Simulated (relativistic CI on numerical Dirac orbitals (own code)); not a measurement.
**What each ingredient does to the levels of Hg45+**

Base calculation: Dirac-Coulomb-Breit CI, KLI orbitals optimised for each configuration, model QED, unscaled Slater integrals.

CI space (outside the closed core [Ar] 3d10): 4s²4p⁵, 4s4p⁶, 4s²4p⁴4d, 4s4p⁵4d, 4s²4p⁴4f, 4s4p⁵4f, 4p⁶4d, 4s4p⁴4d², 4s²4p³4d4f, 4p⁶4f, 4p⁵4d4f, 4p⁵4d², 4p⁴4d³, 4p⁴4d²4f. Double excitations out of closed p, d and f shells are left out; levels of such configurations are missing from the list, as are those of other unlisted configurations, and high levels can miss mixing partners.

Variants: (1) only the first 3 configurations. Shifts of the energy above 4s²4p⁵ ²P°3/2, in eV, for the lowest level and the first level of each name with at least 55 % of one term (blank where a level changes its place among those of its configuration and J or its character, or is not in the variant):

```tsv
Level	Base	Δ(1)
4s²4p⁵ ²P°3/2	0.000	0.000
4s²4p⁵ ²P°1/2	141.713	+0.590
4s²4p⁴4d ²D3/2	184.695	+1.685
4s²4p⁴4d ⁴F9/2	201.255	+1.677
4s4p⁶ ²S1/2	262.689	+4.394
4s²4p⁴4d ⁴D1/2	304.514	+2.528
4s²4p⁴4d ²G7/2	316.105	+2.503
4s²4p⁴4d ²G9/2	345.438	+2.330
4s²4p⁴4f ⁴D°1/2	415.221	
4s²4p⁴4f ²G°9/2	423.000	
4s²4p⁴4f ⁴G°11/2	426.053	
4s4p⁵4d ⁴P°1/2	431.056	
4s4p⁵4d ⁴P°3/2	438.244	
4s4p⁵4d ²P°1/2	459.916
```

At this charge energies of transitions that change n are usually good to better than 1 %, and those within a shell (Δn = 0) to a few per cent.

Ionisation energy from the two ground configurations alone: base 2412.46 eV. The NIST ASD value (theoretical) is 2412 eV.

LS names give the leading component of a level, which can be under half, so a name can repeat, a term be missing and a line seem to break the LS rules.
